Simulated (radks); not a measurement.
Species: Ag3+. Configuration: [Kr] 4d7.75 5s0.25 (fractional occupations, a model configuration).

Method: Dirac Kohn-Sham, SOGGA, spin-unpolarised, spherical densities, finite nucleus; open shells fill j = l - 1/2 first; Fermi nuclear charge, rms radius 4.5454 fm; computed with a radial shooting solver on a logarithmic mesh with Libxc functionals.

Energy parts (hartree):
total: -5311.74017
kinetic: 5558.75127
electron-nucleus: -12820.77148
Hartree: 2095.49217
exchange-correlation: -145.21213

Orbitals (lengths in bohr, moments of r in powers of bohr; <r^-3> diverges for s and p1/2; r(max) is where P^2 peaks):
orbital  occ.  eigenvalue (hartree)   r(max)     <r^2>  <r^-3>  small-component weight
1s1/2       2             -931.2541  0.02016  0.001309       -                2.96e-02
2s1/2       2             -138.3717   0.1141   0.02142       -                6.20e-03
2p1/2       2             -128.7177  0.08820   0.01600       -                6.22e-03
2p3/2       4             -122.2803  0.09246   0.01733    3493                5.97e-03
3s1/2       2             -26.58265   0.3329    0.1555       -                1.74e-03
3p1/2       2             -22.74137   0.3193    0.1509       -                1.69e-03
3p3/2       4             -21.60481   0.3292    0.1599   627.1                1.62e-03
3d3/2       4             -14.79778   0.2720    0.1409   96.37                1.51e-03
3d5/2       6             -14.56877   0.2749    0.1436   90.71                1.49e-03
4s1/2       2              -4.95003   0.8208    0.9271       -                4.49e-04
4p1/2       2              -3.72906   0.8565     1.065       -                3.94e-04
4p3/2       4              -3.53602   0.8809     1.130   106.6                3.75e-04
4d3/2       4              -1.65657    1.003     1.794   10.78                2.48e-04
4d5/2    3.75              -1.63158    1.013     1.832   10.06                2.43e-04
5s1/2    0.25              -1.16528    2.078     6.017       -                8.24e-05
5p1/2       0              -0.89417    2.377     7.983       -                6.33e-05
5p3/2       0              -0.87019    2.444     8.377   13.34                6.08e-05

The highest occupied level is 5s1/2 at -31.709 eV. The electron density at the nucleus is 1.455e+05 e/bohr^3.
